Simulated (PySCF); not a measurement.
Partial charges of `C[NH+](C)Cc1ccco1`

Compound: C₇H₁₂NO (charge +1).
Cartesian coordinates in Å at the GFN2-xTB level; atoms count from 1:
```
atom  x, y, z in Å
C1    -1.4385   -0.3914   -1.1263
N2    -1.1558    0.6171   -0.0903
C3    -2.3982    1.1999    0.4399
C4    -0.2984    0.0482    0.9962
C5     1.0589   -0.2665    0.4685
C6     1.8074   -1.4055    0.4402
C7     3.0269   -1.0577   -0.1921
C8     2.9278    0.2608   -0.5065
O9     1.7407    0.7562   -0.1145
H10   -2.0535   -1.1848   -0.7044
H11   -1.9700    0.0606   -1.9614
H12   -0.5088   -0.8250   -1.4917
H13   -0.5974    1.3657   -0.5211
H14   -2.1749    1.9849    1.1601
H15   -2.9900    1.6259   -0.3683
H16   -2.9838    0.4257    0.9331
H17   -0.7653   -0.8553    1.3902
H18   -0.2311    0.7936    1.7946
H19    1.5364   -2.3650    0.8290
H20    3.8551   -1.7062   -0.3838
H21    3.6036    0.9356   -0.9919
```

Density: PBE0/pcSseg-1 (PySCF); schemes: Mulliken, IAO, Hirshfeld and ESP-fitted. One conformer (not necessarily the lowest) at the GFN2-xTB geometry, without solvent, vibrations or thermal averaging.

Question: Which atoms carry the highest charge in the Mulliken, IAO, Hirshfeld and ESP-fitted schemes?

Answer: The schemes don't all agree: Mulliken H13 (+0.278); IAO H13 (+0.320); Hirshfeld H13 (+0.174); ESP-fitted C5 (+0.403).

Question: Do the Mulliken, IAO, Hirshfeld and ESP-fitted schemes agree on where the charge is lowest?

Answer: The schemes don't all agree: Mulliken N2 (-0.491); IAO C3 (-0.329); Hirshfeld C7 and O9 (-0.062); ESP-fitted C4 (-0.716).

Question: For which atoms does the sign change between the 4 schemes (beyond +0.03 e in one, beyond −0.03 e in another)?

Answer: N2, C4 and C8. Atomic charges aren't observables, and each scheme defines them in its own way.

Question: Give the atomic charges in each scheme.

Answer: In e:

```json
{"atom": "C1", "environment": "N-methyl carbon", "Mulliken": "-0.124", "IAO": "-0.328", "Hirshfeld": "-0.027", "ESP-fitted": "-0.464"}
{"atom": "N2", "environment": "ammonium nitrogen", "Mulliken": "-0.491", "IAO": "-0.047", "Hirshfeld": "+0.076", "ESP-fitted": "+0.232"}
{"atom": "C3", "environment": "N-methyl carbon", "Mulliken": "-0.113", "IAO": "-0.329", "Hirshfeld": "-0.021", "ESP-fitted": "-0.411"}
{"atom": "C4", "environment": "sp3 carbon bound to nitrogen", "Mulliken": "+0.057", "IAO": "-0.176", "Hirshfeld": "+0.009", "ESP-fitted": "-0.716"}
{"atom": "C5", "environment": "substituted aromatic carbon", "Mulliken": "+0.046", "IAO": "+0.100", "Hirshfeld": "+0.042", "ESP-fitted": "+0.403"}
{"atom": "C6", "environment": "aromatic CH carbon", "Mulliken": "-0.104", "IAO": "-0.190", "Hirshfeld": "-0.056", "ESP-fitted": "-0.285"}
{"atom": "C7", "environment": "aromatic CH carbon", "Mulliken": "-0.121", "IAO": "-0.203", "Hirshfeld": "-0.062", "ESP-fitted": "-0.179"}
{"atom": "C8", "environment": "aromatic CH next to a ring oxygen", "Mulliken": "+0.187", "IAO": "+0.034", "Hirshfeld": "+0.037", "ESP-fitted": "-0.128"}
{"atom": "O9", "environment": "furan-type oxygen", "Mulliken": "-0.402", "IAO": "-0.252", "Hirshfeld": "-0.062", "ESP-fitted": "-0.171"}
{"atom": "H10", "environment": "methyl hydrogen", "Mulliken": "+0.167", "IAO": "+0.181", "Hirshfeld": "+0.080", "ESP-fitted": "+0.213"}
{"atom": "H11", "environment": "methyl hydrogen", "Mulliken": "+0.175", "IAO": "+0.187", "Hirshfeld": "+0.084", "ESP-fitted": "+0.206"}
{"atom": "H12", "environment": "methyl hydrogen", "Mulliken": "+0.197", "IAO": "+0.193", "Hirshfeld": "+0.071", "ESP-fitted": "+0.194"}
{"atom": "H13", "environment": "N–H hydrogen", "Mulliken": "+0.278", "IAO": "+0.320", "Hirshfeld": "+0.174", "ESP-fitted": "+0.300"}
{"atom": "H14", "environment": "methyl hydrogen", "Mulliken": "+0.176", "IAO": "+0.187", "Hirshfeld": "+0.085", "ESP-fitted": "+0.191"}
{"atom": "H15", "environment": "methyl hydrogen", "Mulliken": "+0.176", "IAO": "+0.189", "Hirshfeld": "+0.085", "ESP-fitted": "+0.186"}
{"atom": "H16", "environment": "methyl hydrogen", "Mulliken": "+0.170", "IAO": "+0.184", "Hirshfeld": "+0.083", "ESP-fitted": "+0.209"}
{"atom": "H17", "environment": "methylene hydrogen", "Mulliken": "+0.182", "IAO": "+0.188", "Hirshfeld": "+0.084", "ESP-fitted": "+0.291"}
{"atom": "H18", "environment": "methylene hydrogen", "Mulliken": "+0.190", "IAO": "+0.185", "Hirshfeld": "+0.076", "ESP-fitted": "+0.283"}
{"atom": "H19", "environment": "aromatic hydrogen", "Mulliken": "+0.101", "IAO": "+0.185", "Hirshfeld": "+0.076", "ESP-fitted": "+0.208"}
{"atom": "H20", "environment": "aromatic hydrogen", "Mulliken": "+0.125", "IAO": "+0.193", "Hirshfeld": "+0.080", "ESP-fitted": "+0.211"}
{"atom": "H21", "environment": "aromatic hydrogen", "Mulliken": "+0.128", "IAO": "+0.197", "Hirshfeld": "+0.085", "ESP-fitted": "+0.228"}
```

Mean size of the charges over all atoms: ESP-fitted 0.272 e, IAO 0.193 e, Mulliken 0.177 e, Hirshfeld 0.069 e. Each set sums to the total charge, 1, to within 0.001 e. The Mulliken scheme counts on each atom the diagonal of the density matrix times the overlap matrix over that atom's basis functions.

Question: How many electrons does the Hirshfeld scheme count on C8?

Answer: Z − q = 6 − (+0.037) ≈ 5.962.

Question: How closely do the schemes follow one another over all atoms?

Answer: Correlation coefficient and root-mean-square difference: IAO with Hirshfeld 0.91, 0.148 e; IAO with ESP-fitted 0.86, 0.162 e; Hirshfeld with ESP-fitted 0.75, 0.255 e; Mulliken with IAO 0.75, 0.142 e; Mulliken with Hirshfeld 0.64, 0.166 e; Mulliken with ESP-fitted 0.40, 0.284 e.

Question: Sum the charges by element, for elements with more than one atom.

Answer: 
| element | atoms | Mulliken | IAO | Hirshfeld | ESP-fitted |
| --- | --- | --- | --- | --- | --- |
| C | 7 | -0.172 | -1.091 | -0.077 | -1.780 |
| H | 12 | +2.065 | +2.390 | +1.063 | +2.718 |
